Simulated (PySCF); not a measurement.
# A small calculation by hand: oscillator strength and radiative lifetime

BH₃N, SMILES [BH]N (connectivity only; charge and spin as stated), charge +1, multiplicity 1.

Geometry: TPSSh-D3(BJ)/def2-TZVP. The multiplicity is an assumed one; other spin states were not compared. The isomer is the one that the SMILES or the coordinates give; other isomers of the formula were not compared.

TDDFT-PBE/def2-TZVPD (PySCF) puts the first singlet state with f over 0.02 at 8.75 eV (vertical), with the transition dipole (0.000, 0.000, 0.807) in atomic units.

Problem. Find the oscillator strength, the wavelength and the radiative lifetime that this transition would have in vacuum if emission retraced absorption.

Solution. 
|μ|² = 0.6512 au, so |μ| = 2.05 D. ΔE = 8.75/27.211 = 0.3216 hartree. f = (2/3) ΔE |μ|² = 0.140 (the program prints 0.140).
λ = 1239.84/8.75 = 142 nm; ν = 70573 cm⁻¹.
Einstein's coefficient A = 0.6670 ν² f s⁻¹ (ν in cm⁻¹) = 4.6e8 s⁻¹, so τ = 1/A = 2.2 ns. This state is S2; the lower singlet has f = 0.000. The figure is the radiative limit of this one transition; relaxation, internal conversion, crossing to triplets and a medium change what is measured.
